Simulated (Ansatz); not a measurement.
Abridged output of a molecular run in Ansatz:

```
Functional definition: HF
2924 factors; integrals over basis functions are off by at most 1.0e-3 eV
mean field evaluation 1: about -22230.4567 eV, gradient 5.2e1 eV
mean field evaluation 2: about -22230.9510 eV, gradient 5.3e1 eV
mean field evaluation 4: about -22237.9788 eV, gradient 7.4e0 eV
mean field evaluation 8: about -22238.1554 eV, gradient 5.5e-1 eV
mean field -22238.15668095 eV, -817.2371844608 hartree, gradient 3.3e-6 eV, S^2 0.000000; 0 other end points of the search recorded, 0 dependent functions left out
15 core orbitals not correlated: weight in the atoms' cores, before any rotation towards them, 1.000 or more for the frozen orbitals, at most 0.000 for the correlated occupied ones
reference -22238.15668095 eV, -817.2371844608 hartree; 30, 30 occupied and 429, 429 virtual orbitals, 2924 factors
second order -44.56929096 eV of doubles, -0.00000000 eV of singles
cycle   1  -44.83877832 eV  change   -2.7e-1 eV  update   1.6e-1
cycle   2  -45.99213051 eV  change    -1.2e0 eV  update   5.1e-2
cycle   3  -46.28086245 eV  change   -2.9e-1 eV  update   3.0e-2
cycle   4  -46.26646041 eV  change    1.4e-2 eV  update   8.7e-3
cycle   5  -46.25881731 eV  change    7.6e-3 eV  update   5.2e-3
cycle   6  -46.26120510 eV  change   -2.4e-3 eV  update   2.1e-3
cycle   7  -46.26067648 eV  change    5.3e-4 eV  update   9.9e-4
cycle   8  -46.26030312 eV  change    3.7e-4 eV  update   3.7e-4
cycle   9  -46.26057167 eV  change   -2.7e-4 eV  update   1.5e-4
cycle  10  -46.26063497 eV  change   -6.3e-5 eV  update   6.7e-5
perturbative correction -1.79744350 eV, -0.0660548302 hartree
Total energy: -22286.21475942 eV, -819.0032862696 hartree
```

Its atoms:

Z-matrix (Å, degrees):
```
C
C 1 1.510
H 1 1.092 2 110.4
H 1 1.093 2 110.6 3 -120.1
H 1 1.092 2 110.5 3 119.7
O 2 1.412 1 108.8 3 -59.9
H 2 1.101 1 109.9 3 178.8
H 2 1.099 1 110.0 3 61.2
Sb 6 1.979 2 117.7 1 178.6
Si 9 2.601 6 86.6 2 -172.2
N 9 2.012 6 95.4 2 -72.4
H 10 1.490 9 109.8 6 165.8
H 10 1.488 9 109.1 6 -75.9
H 10 1.486 9 111.4 6 44.9
C 11 1.439 9 122.5 6 -54.2
C 11 1.439 9 120.0 6 147.4
H 15 1.099 11 110.2 9 144.3
H 15 1.102 11 112.9 9 -95.8
H 15 1.091 11 110.4 9 25.8
H 16 1.101 11 113.0 9 99.8
H 16 1.093 11 110.6 9 -21.0
H 16 1.099 11 110.6 9 -140.0
```

(1) Which basis set was used?
A. def2-TZVPP
B. cc-pV(D+d)Z
C. def2-SVPD
D. cc-pV(Q+d)Z

(2) Write the keys of the input that set method, charge and spin (a neutral closed shell needs none for the last two).

Results:

(1) A. It gives 474 functions.

(2) 
```yaml
correlation: {method: ccsd_t}
```
